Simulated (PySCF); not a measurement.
A structure optimised at B3LYP-D3(BJ)/def2-SVP, used in a PySCF frequency run:

```xyz
7

Mo     0.0000     0.0000     0.0000
F      0.0000     1.8285     0.0000
F      0.0000    -1.8285     0.0000
F      0.0000     0.0000    -1.8285
F      1.8285     0.0000     0.0000
F     -1.8285     0.0000     0.0000
F      0.0000     0.0000     1.8285
```
Charge 0, spin multiplicity 1.

Write its SMILES, formula and point group.

[F][Mo]([F])([F])([F])([F])[F], F₆Mo, Oh

What are its rotational constants (standard atomic weights)?

1.9891, 1.9891, 1.9891 GHz
